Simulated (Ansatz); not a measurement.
Gas-phase electronic energies from Ansatz, PBE0-D4/def2-TZVP geometries. CCSD(T)/CBS adds triple-zeta CCSD(T) − MP2 to the extrapolated MP2 energy (def2 sets, frozen cores). This one scheme is used for every species. Functionals use def2-TZVPP. B3LYP here is the variant with VWN-RPA as its local correlation; programs differ in this. One conformer a species, not always the lowest.

Reaction (substitution at a C–B bond): `BC1CO1` + H₂S → `SC1CO1` + BH₃

```tsv
level	ΔE (kJ/mol)
LDA (SPW92)	73.1
ωB97M-V	63.4
r2SCAN	66.2
B3LYP	65.1
```

**Question.** What does CCSD(T)/CBS give? (An estimate is asked.)

**Answer.** Computed: +62.0 kJ/mol. The listed levels differ from it by 11.1, 1.4, 4.2, 3.1 kJ/mol.

Largest T1 diagnostic among the species: 0.012.

Leaving LDA and LC-ωPBE aside and taking each functional with its dispersion term where it has one, the values, not all of them listed here, spread over 8.7 kJ/mol, from ωB97X-V to B97M-V. LDA lies +6.3 kJ/mol from PBE without D4.
